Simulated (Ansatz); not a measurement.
Molecular dynamics, step by step

AgHO, closed shell, PBE0-D4/def2-SVP (Ansatz 0.2.0). Settings (timestep in fs, temperature in K, friction in 1/fs; T counts 9 degrees of freedom, while the starting velocities carry no drift of the centre of mass, so T starts below the set value):

```yaml
hamiltonian: {xc: pbe0, dispersion: d4}
md: {n_steps: 30, timestep: 0.5, temperature: 700, ensemble: nvt_langevin, seed: 524, friction: 0.05, initial_velocities: maxwell_boltzmann}
```

Start:

| atom | x (Å) | y (Å) | z (Å) |
| --- | --- | --- | --- |
| Ag1 | -0.0408 | 0.0546 | -1.4670 |
| O2 | -0.2360 | 0.3157 | 0.5151 |
| H3 | 0.2768 | -0.3705 | 0.9518 |

```json
{"step": "0", "time (fs)": "0.00", "potential energy less the start (meV)": "0.0", "kinetic energy (meV)": "181.0", "T (K)": "467"}
{"step": "2", "time (fs)": "1.00", "potential energy less the start (meV)": "3.9", "kinetic energy (meV)": "226.0", "T (K)": "583"}
{"step": "4", "time (fs)": "2.00", "potential energy less the start (meV)": "20.9", "kinetic energy (meV)": "274.7", "T (K)": "708"}
{"step": "6", "time (fs)": "3.00", "potential energy less the start (meV)": "28.9", "kinetic energy (meV)": "260.6", "T (K)": "672"}
{"step": "8", "time (fs)": "4.00", "potential energy less the start (meV)": "22.9", "kinetic energy (meV)": "208.5", "T (K)": "538"}
{"step": "10", "time (fs)": "5.00", "potential energy less the start (meV)": "25.5", "kinetic energy (meV)": "162.6", "T (K)": "419"}
{"step": "12", "time (fs)": "6.00", "potential energy less the start (meV)": "34.2", "kinetic energy (meV)": "108.5", "T (K)": "280"}
{"step": "14", "time (fs)": "7.00", "potential energy less the start (meV)": "39.7", "kinetic energy (meV)": "87.3", "T (K)": "225"}
{"step": "16", "time (fs)": "8.00", "potential energy less the start (meV)": "41.4", "kinetic energy (meV)": "90.5", "T (K)": "233"}
{"step": "18", "time (fs)": "9.00", "potential energy less the start (meV)": "40.1", "kinetic energy (meV)": "57.5", "T (K)": "148"}
{"step": "20", "time (fs)": "10.00", "potential energy less the start (meV)": "37.0", "kinetic energy (meV)": "90.1", "T (K)": "232"}
{"step": "22", "time (fs)": "11.00", "potential energy less the start (meV)": "31.8", "kinetic energy (meV)": "96.1", "T (K)": "248"}
{"step": "24", "time (fs)": "12.00", "potential energy less the start (meV)": "27.8", "kinetic energy (meV)": "140.4", "T (K)": "362"}
{"step": "26", "time (fs)": "13.00", "potential energy less the start (meV)": "20.9", "kinetic energy (meV)": "181.5", "T (K)": "468"}
{"step": "28", "time (fs)": "14.00", "potential energy less the start (meV)": "15.8", "kinetic energy (meV)": "103.8", "T (K)": "268"}
{"step": "30", "time (fs)": "15.00", "potential energy less the start (meV)": "15.2", "kinetic energy (meV)": "129.5", "T (K)": "334"}
```

Step 2, positions (Å) and forces (eV/Å):

```json
{"atom": "Ag1", "x": "-0.040", "y": "0.056", "z": "-1.466", "Fx": "-0.005", "Fy": "0.006", "Fz": "-0.042"}
{"atom": "O2", "x": "-0.240", "y": "0.307", "z": "0.512", "Fx": "0.371", "Fy": "-0.475", "Fz": "0.288"}
{"atom": "H3", "x": "0.306", "y": "-0.391", "z": "0.928", "Fx": "-0.367", "Fy": "0.469", "Fz": "-0.247"}
```

Step 8, positions (Å) and forces (eV/Å):

| atom | x | y | z | Fx | Fy | Fz |
| --- | --- | --- | --- | --- | --- | --- |
| Ag1 | -0.036 | 0.063 | -1.464 | -0.046 | 0.058 | -0.328 |
| O2 | -0.252 | 0.274 | 0.507 | 0.625 | -0.719 | 0.370 |
| H3 | 0.359 | -0.428 | 0.829 | -0.579 | 0.661 | -0.041 |

Step 10, positions (Å) and forces (eV/Å):

| atom | x | y | z | Fx | Fy | Fz |
| --- | --- | --- | --- | --- | --- | --- |
| Ag1 | -0.035 | 0.063 | -1.464 | -0.054 | 0.072 | -0.419 |
| O2 | -0.252 | 0.261 | 0.504 | 0.466 | -0.537 | 0.296 |
| H3 | 0.360 | -0.442 | 0.803 | -0.412 | 0.465 | 0.123 |

Last step (30):

```
3
angstrom
Ag -0.0347 0.0616 -1.4724
O -0.2557 0.1823 0.4950
H 0.2421 -0.5988 0.8039
```

The run took about 22 s on 2 CPU threads of an Arm Neoverse V1 (shared host).
